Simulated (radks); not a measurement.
Polarisability of the tin ion Sn+, [Kr] 4d10 5s2 5p1, at imaginary frequency. Calculated with a radial shooting solver on a logarithmic mesh with Libxc functionals: non-relativistic Kohn-Sham, LDA (Slater exchange, Perdew-Wang correlation), spin-unpolarised, spherical densities, point nucleus; relativity is left out, which matters for an element this heavy. Response by self-consistent Sternheimer equations with the Hartree and adiabatic LDA kernel.

| w (hartree) | alpha1(iw) (bohr^3) |
|---|---|
| 0.00266 | 28.24 |
| 0.0143 | 28.18 |
| 0.0360 | 27.88 |
| 0.0697 | 26.97 |
| 0.118 | 24.92 |
| 0.186 | 21.40 |
| 0.280 | 16.72 |
| 0.413 | 11.92 |
| 0.605 | 7.937 |
| 0.892 | 5.095 |
| 1.35 | 3.178 |
| 2.12 | 1.856 |
| 3.59 | 0.9217 |
| 6.94 | 0.3354 |
| 17.5 | 0.07421 |

Static values: alpha1 = 28.24 bohr^3 (4.184 angstrom^3; uncoupled 49.43). C6 = 219.9, triple-dipole C9 = 4345 atomic units. One-pole (London) frequency 4 C6 / (3 alpha1^2) = 0.368 hartree, against 0.387 for minus the highest occupied eigenvalue. The dipole shielding factor is 0.980, as the force sum rule N/Z = 0.980 demands.
